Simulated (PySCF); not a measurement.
Level of theory: PySCF 2.14.0 with ωB97X-D3(BJ)/def2-TZVP // PBE0-D3(BJ)/def2-TZVP. All species are isolated molecules in the gas phase. One relaxed conformer stands for a flexible species; it need not be the lowest. 

Reference species (SMILES): `SC1=C[SiH2]C=C1` (H–S–C–C torsion 180°) (neutral, multiplicity 1).

```
Property         Value
-------------  -------
HOMO–LUMO gap  9.15 eV
LUMO           0.46 eV
```

Changed species: `SC1=CC=C[SiH2]1` (H–S–C–Si torsion 0°).

### Question
Predict the effect on the HOMO–LUMO gap and LUMO.

### Answer
the HOMO–LUMO gap decreases by 0.43 eV, to 8.72 eV; the LUMO hardly moves.
